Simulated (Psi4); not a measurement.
Approach curve of the dimer C4H12O3Si ··· CH4O (SMILES CO[Si](C)(OC)OC and CO). Monomers: optimised at B3LYP-D3(BJ) (def2-SVP and def2-TZVP), held rigid. Orientation: lowest of the rigid-body minima from ten starts at GFN2-xTB. R is the distance of the centres of mass, along which the second monomer moves.

Levels: PBE/def2-TZVP, counterpoise-corrected (Psi4); PBE-D3(BJ)/def2-TZVP, counterpoise-corrected (Psi4); wB97X-D/def2-TZVP, counterpoise-corrected (Psi4).

Interaction energies in kcal/mol; the last columns give the difference from wB97X-D:

```json
[
 {"R / Å": "3.25", "PBE/def2-TZVP": "1.86", "PBE-D3(BJ)/def2-TZVP": "-1.59", "wB97X-D/def2-TZVP": "-1.54", "PBE/def2-TZVP − wB97X-D/def2-TZVP": "3.40", "PBE-D3(BJ)/def2-TZVP − wB97X-D/def2-TZVP": "-0.05"},
 {"R / Å": "3.44", "PBE/def2-TZVP": "-2.42", "PBE-D3(BJ)/def2-TZVP": "-5.48", "wB97X-D/def2-TZVP": "-5.60", "PBE/def2-TZVP − wB97X-D/def2-TZVP": "3.19", "PBE-D3(BJ)/def2-TZVP − wB97X-D/def2-TZVP": "0.12"},
 {"R / Å": "3.66", "PBE/def2-TZVP": "-4.05", "PBE-D3(BJ)/def2-TZVP": "-6.68", "wB97X-D/def2-TZVP": "-6.78", "PBE/def2-TZVP − wB97X-D/def2-TZVP": "2.73", "PBE-D3(BJ)/def2-TZVP − wB97X-D/def2-TZVP": "0.10"},
 {"R / Å": "3.88", "PBE/def2-TZVP": "-4.13", "PBE-D3(BJ)/def2-TZVP": "-6.36", "wB97X-D/def2-TZVP": "-6.32", "PBE/def2-TZVP − wB97X-D/def2-TZVP": "2.19", "PBE-D3(BJ)/def2-TZVP − wB97X-D/def2-TZVP": "-0.04"},
 {"R / Å": "4.05", "PBE/def2-TZVP": "-3.79", "PBE-D3(BJ)/def2-TZVP": "-5.73", "wB97X-D/def2-TZVP": "-5.59", "PBE/def2-TZVP − wB97X-D/def2-TZVP": "1.81", "PBE-D3(BJ)/def2-TZVP − wB97X-D/def2-TZVP": "-0.13"},
 {"R / Å": "4.35", "PBE/def2-TZVP": "-2.97", "PBE-D3(BJ)/def2-TZVP": "-4.46", "wB97X-D/def2-TZVP": "-4.26", "PBE/def2-TZVP − wB97X-D/def2-TZVP": "1.29", "PBE-D3(BJ)/def2-TZVP − wB97X-D/def2-TZVP": "-0.20"},
 {"R / Å": "4.69", "PBE/def2-TZVP": "-2.13", "PBE-D3(BJ)/def2-TZVP": "-3.21", "wB97X-D/def2-TZVP": "-3.05", "PBE/def2-TZVP − wB97X-D/def2-TZVP": "0.92", "PBE-D3(BJ)/def2-TZVP − wB97X-D/def2-TZVP": "-0.17"},
 {"R / Å": "5.14", "PBE/def2-TZVP": "-1.35", "PBE-D3(BJ)/def2-TZVP": "-2.05", "wB97X-D/def2-TZVP": "-1.97", "PBE/def2-TZVP − wB97X-D/def2-TZVP": "0.62", "PBE-D3(BJ)/def2-TZVP − wB97X-D/def2-TZVP": "-0.08"},
 {"R / Å": "5.86", "PBE/def2-TZVP": "-0.68", "PBE-D3(BJ)/def2-TZVP": "-1.02", "wB97X-D/def2-TZVP": "-1.02", "PBE/def2-TZVP − wB97X-D/def2-TZVP": "0.34", "PBE-D3(BJ)/def2-TZVP − wB97X-D/def2-TZVP": "0.01"},
 {"R / Å": "6.83", "PBE/def2-TZVP": "-0.32", "PBE-D3(BJ)/def2-TZVP": "-0.46", "wB97X-D/def2-TZVP": "-0.49", "PBE/def2-TZVP − wB97X-D/def2-TZVP": "0.16", "PBE-D3(BJ)/def2-TZVP − wB97X-D/def2-TZVP": "0.03"},
 {"R / Å": "8.12", "PBE/def2-TZVP": "-0.16", "PBE-D3(BJ)/def2-TZVP": "-0.21", "wB97X-D/def2-TZVP": "-0.23", "PBE/def2-TZVP − wB97X-D/def2-TZVP": "0.07", "PBE-D3(BJ)/def2-TZVP − wB97X-D/def2-TZVP": "0.02"}
]
```

PBE/def2-TZVP is furthest from wB97X-D/def2-TZVP at 3.25 (3.40 kcal/mol, above); its mean absolute difference over the points is 1.52 kcal/mol.

PBE-D3(BJ)/def2-TZVP is furthest from wB97X-D/def2-TZVP at 4.35 (-0.20 kcal/mol, below); its mean absolute difference over the points is 0.09 kcal/mol.
